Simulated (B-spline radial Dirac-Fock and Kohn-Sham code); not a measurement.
Cross section and asymmetry of the 3p3/2 subshell of Cr⁵⁺

System: Cr⁵⁺, configuration [Ar] 3d1. The computed 3p3/2 threshold is 135.6 eV; without correlation, outer thresholds are uncertain by 1 to 2 eV. With an open shell the threshold is an average over the terms of the final ion.

The run's input, task.json:

```json
{"items": [{
  "Z": 24,
  "q": 5,
  "cfg": [[1, 0, 2], [2, 0, 2], [2, 1, 6], [3, 0, 2], [3, 1, 6], [3, 2, 1]],
  "A": 52,
  "rrms": 3.6452,
  "do": ["binding", "quiet", "photo", "scan"],
  "hv": [34.2, 36.5, 40.5, 1460.0, 1480.0, 2000, 2984.4, 5414.7, 8047.8, 9251.7, 22162.9, 30000, 38900.0, 68900.0, 110000.0, 150000]
}]}
```

Run with: `python xray_run.py task.json out`

Model: independent-particle photoionisation in a Dirac-Hartree-Slater potential with a Latter tail, all multipoles, thresholds from Dirac-Fock ΔSCF. Program: a radial finite-basis atomic code. Interchannel coupling and autoionising resonances are not included, so magnitudes near threshold are approximate.

| kinetic energy (eV) | σ (Mb) | β |
| --- | --- | --- |
| 1.5 | 0.975 | 0.48 |
| 1.9 | 0.975 | 0.51 |
| 2.3 | 0.974 | 0.53 |
| 2.9 | 0.972 | 0.56 |
| 3.7 | 0.971 | 0.59 |
| 4.6 | 0.969 | 0.63 |
| 5.7 | 0.967 | 0.66 |
| 7.2 | 0.963 | 0.71 |
| 9.0 | 0.959 | 0.76 |
| 11.2 | 0.953 | 0.81 |
| 14.0 | 0.945 | 0.87 |
| 17.5 | 0.934 | 0.93 |
| 21.9 | 0.920 | 1.00 |
| 27.4 | 0.901 | 1.07 |
| 34.2 | 0.875 | 1.14 |
| 42.8 | 0.842 | 1.22 |
| 53.5 | 0.798 | 1.29 |
| 66.9 | 0.743 | 1.36 |
| 83.7 | 0.676 | 1.43 |
| 104.7 | 0.600 | 1.49 |
| 130.9 | 0.516 | 1.54 |
| 163.6 | 0.426 | 1.58 |
| 204.6 | 0.340 | 1.61 |
| 255.8 | 0.263 | 1.63 |
| 319.9 | 0.197 | 1.63 |
| 400.0 | 0.142 | 1.63 |

The cross section shows no minimum in this range. It is largest at the lowest energy, 0.975 Mb. β ranges from 0.48 (at 1.5 eV) to 1.63.
